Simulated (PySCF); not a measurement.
# Electron correlation in In (indium, neutral)

[Kr] 4d10 5s2 5p1, 2P determinant. All numbers are calculated (PySCF 2.14, the spin-free X2C one-electron Hamiltonian (Gaussian nucleus), in x2c-TZVPPall with one added diffuse shell each of s, p, d, f type (9s7p5d3f, 76 functions)). Frozen: [Ar] 3d10; 21 electrons correlated.

```csv
level,correlation energy (mhartree)
CCSD,-358.69
(T),-9.28
CCSD(T),-367.97
```

Diagnostics: T1 = 0.014, D1 = 0.0567, largest double amplitude 0.042.

Is a single reference adequate?

Yes, within this model without spin-orbit coupling: T1 lies below 0.03 and no double amplitude reaches 0.07.

This basis was not built for core-valence correlation, so the inner-shell part is incomplete.
